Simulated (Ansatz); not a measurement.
Reaction (isomerisation): `[CH3][GeH2][C](=O)O` → `[CH3][GeH2][O]C=O`

Gas-phase electronic energies from Ansatz, PBE0-D4/def2-TZVP geometries. CCSD(T)/CBS is the MP2 limit (def2-TZVPP, def2-QZVPP) plus CCSD(T) − MP2 in def2-TZVPP, frozen cores. For Ge outer-core shells are correlated without core-valence functions, which leaves a few kJ/mol of doubt a bond. Scalar relativity is left out up to krypton. Each species was taken in one conformer, which may not be the lowest.

```
             level  ΔE (kcal/mol)
SCS-MP2/def2-TZVPP          -16.0
SCS-MP2/def2-QZVPP          -15.9
```

Problem. What does CCSD(T)/CBS give? (Estimate.)

Solution. Ansatz gave: -14.6 kcal/mol. The listed levels differ from it by -1.4, -1.3 kcal/mol.

Largest T1 diagnostic among the species: 0.014.

From PBE to PBE0 (25 % exact exchange), in def2-TZVPP and without D4, ΔE moves by −1.1 kcal/mol. In def2-TZVPP, CCSD(T) changes the Hartree–Fock value by +3.4 kcal/mol (the triples alone add +0.3 kcal/mol) and MP2 by +2.9 kcal/mol.
